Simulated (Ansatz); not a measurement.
CH4Ge, SMILES `[CH3][GeH]` (lower singlet) (charge 0, multiplicity 1). This singlet lies 1.08 eV below the relaxed triplet at the level frozen-core CCSD(T)/cc-pVTZ // PBE0-D3(BJ)/def2-TZVP (Ansatz, an electronic-structure program).

These are PBE/cc-pVTZ // PBE0-D3(BJ)/def2-TZVP (Ansatz) values and carry that method's errors.

Ansatz 0.2 input:
```yaml
crystal:
  periodic: [false, false, false]
  atoms:
    - { symbol: C, position_ang: [-0.558828, -0.03051, -0.043766] }
    - { symbol: Ge, position_ang: [1.243159, -0.757622, -0.469771] }
    - { symbol: H, position_ang: [-0.686874, 0.012035, 1.04342] }
    - { symbol: H, position_ang: [-1.36579, -0.618615, -0.480394] }
    - { symbol: H, position_ang: [-0.627939, 1.003006, -0.40055] }
    - { symbol: H, position_ang: [1.99627, 0.391705, 0.351057] }
basis:
  gaussian: { orbitals: cc-pVTZ }
hamiltonian:
  xc: pbe
```

Output:

```
Functional definition: PBE
761 factors; their error is unknown
mean field evaluation 1: about -57600.8234 eV, gradient 6.5e1 eV
mean field evaluation 2: about -57566.9728 eV, gradient 1.1e2 eV
mean field evaluation 4: about -57610.3196 eV, gradient 5.8e0 eV
mean field evaluation 8: about -57610.4310 eV, gradient 2.8e-1 eV
mean field evaluation 16: about -57610.4212 eV, gradient 2.9e-4 eV
mean field -57610.42115933 eV, -2117.1439278593 hartree, gradient 4.7e-5 eV, S^2 0.000000; 0 other end points of the search recorded, 0 dependent functions left out
reference -57610.42119243 eV, -2117.1439290758 hartree; 21, 21 occupied and 108, 108 virtual orbitals, 761 factors
Total energy: -57610.42119243 eV, -2117.1439290758 hartree
```
